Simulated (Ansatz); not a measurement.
Which method gave which barrier?

Saddle point of AlH3Cl2O2, singlet (AlH₃Cl₂O₂ ([OH][OH][AlH]([Cl])[Cl]) → AlHCl₂O₂ ([Cl][Al]1([Cl])[O][OH]1) + H₂; bonds formed: Al1–O7, H2–H5; dative contacts that become bonds: Al1–O6; bonds broken: Al1–H2, H5–O6), PBE0-D4/def2-TZVP structure:

```
atom    x (Å)    y (Å)    z (Å)
 Al1  -0.3488  -0.9313   0.2778
  H2  -1.7166   0.1323   0.0823
 Cl3   0.0008  -2.0592  -1.4341
 Cl4  -0.2706  -1.7906   2.1728
  H5  -0.8832   0.7834  -0.0328
  O6   0.3236   0.8017   0.2047
  O7   1.2296   1.1493  -0.8348
  H8   1.6651   1.9142  -0.4360
```

Ansatz 0.2.0; basis: def2-TZVPP, with def2-QZVPP for the basis limit; cores frozen in the correlated methods. Extrapolation: Hartree–Fock as exp(−7.88 √X), correlation as X^−2.97. Four methods, as single points on the PBE0-D4 structures, gave these electronic barriers from the start structure: 0.776, 0.971, 1.167, 1.452 eV.

Task: The methods were, in alphabetical order, BHLYP-D4, HF, PBE0-D4, SPW92. Which gave which? (Judge from chemistry; the calculation decides.)

Result: Computed: SPW92 0.776; PBE0-D4 0.971; BHLYP-D4 1.167; HF 1.452 eV. For comparison, CCSD(T) at an estimated basis limit (MP2 extrapolated from triple and quadruple zeta, plus CCSD(T) − MP2 in triple zeta) gives 1.075 eV.

The T1 diagnostic stays at or below 0.013.

Labels in which every atom is bracketed show which atoms are joined, not bond orders.

For scale, one of the runs: CCSD(T)/def2-TZVPP, 230 basis functions, launched by `ansatz run in.yaml --threads 4 --pin off --events-out ev --progress --plain --max-ram 9574MiB`. Time: 2.2 min of wall clock on 4 CPU threads of an Intel Xeon; the host was shared. Peak host memory: 3.7 GiB.
